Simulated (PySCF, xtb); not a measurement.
Si(Cl)3(NCO) (CCl₃NOSi), SMILES Cl[Si](N=C=O)(Cl)Cl.

GFN2-xTB run with xtb 6.7.1 at its own geometry gives an orbital gap of 5.90 eV and a dipole moment of 0.54 D.

Geometry: PBE0-D3(BJ)/def2-SVP. One conformer was computed; it need not be the lowest.

### Question
What does PBE/def2-TZVP run with PySCF give? (Estimate from the structure and the level; the computed values follow.)

### Answer
gap 6.53 eV (levels -7.91 and -1.38 eV), dipole 0.48 D.
